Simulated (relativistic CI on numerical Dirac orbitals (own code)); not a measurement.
# Line list: Electric-dipole lines, Ag19+

Method of calculation: Dirac-Coulomb-Breit CI, separate exchange-only KLI orbitals for each configuration, a model potential for QED, unscaled Slater integrals (own radial code, finite nucleus).

Configuration list (outside the closed core [Ne]): 3s2 3p6 3d10, 3s2 3p6 3d9 4s, 3s2 3p6 3d9 4p, 3s2 3p6 3d9 4d, 3s2 3p6 3d8 4s2, 3s2 3p6 3d9 4f, 3s2 3p5 3d10 4s, 3s2 3p6 3d8 4s 4p, 3s2 3p6 3d9 5s, 3s2 3p6 3d8 4p2, 3s2 3p5 3d10 4p, 3s2 3p6 3d9 5p, 3s2 3p6 3d8 4s 4d, 3s2 3p6 3d9 5d, 3s2 3p6 3d8 4p 4d, 3s2 3p5 3d10 4d, 3s2 3p6 3d9 5f, 3s2 3p5 3d9 4s2, 3s2 3p6 3d9 5g, 3s 3p6 3d10 4s, 3s2 3p6 3d9 6s, 3s2 3p6 3d8 4d2, 3s2 3p6 3d9 6p, 3s2 3p5 3d9 4s 4p, 3s 3p6 3d10 4p, 3s2 3p6 3d9 6d, 3s2 3p5 3d10 4f, 3s2 3p5 3d9 4p2, 3s2 3p5 3d9 4s 4d, 3s 3p6 3d9 4s2, 3s2 3p5 3d10 5s, 3s 3p6 3d10 4d, 3s2 3p5 3d9 4p 4d, 3s 3p6 3d9 4s 4p, 3s2 3p5 3d10 5p, 3s2 3p4 3d10 4s2. Levels of other configurations are missing.

```
λ vac (Å)                      Lower                        Upper   A (s⁻¹)  E lower (Ry)  E upper (Ry)
   18.505      3s2 3p6 3d10 1S_0 [1]   3s2 3p6 3d9 5f 1P°_1 [143]  9.75e+12        0.0000       49.2436
   18.587      3s2 3p6 3d10 1S_0 [1]  3s2 3p5 3d10 4d 1P°_1 [131]  9.20e+12        0.0000       49.0260
   22.742      3s2 3p6 3d10 1S_0 [1]    3s2 3p6 3d9 4f 1P°_1 [55]  2.30e+13        0.0000       40.0705
   60.678  3s2 3p6 3d9 4p 3F°_4 [10]    3s2 3p5 3d10 4p 3D_3 [72]  4.72e+11       29.0925       44.1105
   60.781    3s2 3p6 3d9 4s 3D_3 [2]   3s2 3p5 3d10 4s 3P°_2 [56]  6.28e+11       25.6045       40.5972
   88.730  3s2 3p6 3d9 4f 3H°_6 [39]    3s2 3p6 3d9 5g 3I_7 [134]  7.80e+11       38.7793       49.0494
   88.950  3s2 3p6 3d9 4f 3H°_4 [49]    3s2 3p6 3d9 5g 3I_5 [146]  7.42e+11       39.2764       49.5211
   88.962  3s2 3p6 3d9 4f 3H°_5 [40]    3s2 3p6 3d9 5g 1I_6 [133]  7.56e+11       38.8047       49.0481
   89.222  3s2 3p6 3d9 4f 1H°_5 [50]    3s2 3p6 3d9 5g 3I_6 [147]  7.62e+11       39.3118       49.5252
   89.410  3s2 3p6 3d9 4f 3D°_3 [42]    3s2 3p6 3d9 5g 3F_4 [137]  4.81e+11       38.8805       49.0726
   89.629  3s2 3p6 3d9 4f 3F°_4 [43]    3s2 3p6 3d9 5g 3G_5 [138]  5.07e+11       38.9175       49.0846
   89.721  3s2 3p6 3d9 4f 3F°_3 [52]    3s2 3p6 3d9 5g 3F_4 [149]  5.85e+11       39.3878       49.5445
   89.815  3s2 3p6 3d9 4f 1G°_4 [44]    3s2 3p6 3d9 5g 1H_5 [140]  5.93e+11       38.9405       49.0865
   89.954  3s2 3p6 3d9 4f 3G°_5 [45]    3s2 3p6 3d9 5g 3H_6 [141]  6.76e+11       38.9585       49.0888
   89.996  3s2 3p6 3d9 4f 3G°_4 [53]    3s2 3p6 3d9 5g 3H_5 [151]  7.02e+11       39.4330       49.5586
   90.218  3s2 3p6 3d9 4f 3G°_3 [54]    3s2 3p6 3d9 5g 3H_4 [150]  5.75e+11       39.4562       49.5569
   90.229  3s2 3p6 3d9 4f 1F°_3 [46]    3s2 3p6 3d9 5g 1G_4 [139]  5.74e+11       38.9867       49.0862
   169.13   3s2 3p6 3d9 4p 3P°_2 [6]     3s2 3p6 3d9 4d 3P_2 [20]  6.65e+10       28.4638       33.8517
   170.79   3s2 3p6 3d9 4p 3F°_2 [8]     3s2 3p6 3d9 4d 3G_3 [29]  6.88e+10       28.9542       34.2897
   172.25   3s2 3p6 3d9 4p 3F°_3 [7]     3s2 3p6 3d9 4d 3G_4 [19]  8.44e+10       28.5367       33.8272
   183.08   3s2 3p6 3d9 4d 3G_4 [19]    3s2 3p6 3d9 4f 3H°_5 [40]  7.99e+10       33.8272       38.8047
   186.52   3s2 3p6 3d9 4d 3G_4 [31]    3s2 3p6 3d9 4f 1H°_5 [50]  7.93e+10       34.4261       39.3118
   186.82   3s2 3p6 3d9 4d 3G_5 [22]    3s2 3p6 3d9 4f 3H°_6 [39]  7.86e+10       33.9015       38.7793
   186.84   3s2 3p6 3d9 4d 3F_4 [26]    3s2 3p6 3d9 4f 3G°_5 [45]  6.71e+10       34.0811       38.9585
   189.38  3s2 3p6 3d9 4p 3F°_3 [15]     3s2 3p6 3d9 4d 3G_4 [31]  7.54e+10       29.6141       34.4261
   189.49  3s2 3p6 3d9 4p 3F°_4 [10]     3s2 3p6 3d9 4d 3G_5 [22]  7.54e+10       29.0925       33.9015
   189.53  3s2 3p6 3d9 4p 3D°_3 [13]     3s2 3p6 3d9 4d 3F_4 [26]  5.41e+10       29.2730       34.0811
   248.40    3s2 3p6 3d9 4s 3D_3 [2]    3s2 3p6 3d9 4p 3D°_3 [13]  1.64e+10       25.6045       29.2730
   260.90    3s2 3p6 3d9 4s 1D_2 [5]    3s2 3p6 3d9 4p 3F°_3 [15]  2.25e+10       26.1214       29.6141
   261.26    3s2 3p6 3d9 4s 3D_3 [2]    3s2 3p6 3d9 4p 3F°_4 [10]  2.28e+10       25.6045       29.0925
```

Terms are leading LS components. Brackets give the number of a level in order of energy, since labels repeat. The list gives strong lines, with weight on those to low levels, without lines whose two gauges differ by over a factor of 2.5, among the lowest 400 of 2327 levels, so that lines to higher ones, which can be the strongest, are missing. Levels whose partners in the same complex of configurations lie outside the list can be far off, and so can their lines. Rates are taken at the computed energies, electric ones in the length gauge.

At this charge energies of transitions that change n are usually good to better than 1 %, and those within a shell (Δn = 0) to a few per cent.

Question: From the table, what is the radiative lifetime of 3s2 3p6 3d9 5f 1P°_1?

Answer: The listed rates from this level add up to about 9.75e+12 s⁻¹, 98 % of its decay; with all channels τ = 1.00e-13 s.

LS names give the leading component of a level, which can be under half, so a name can repeat, a term be missing and a line seem to break the LS rules.
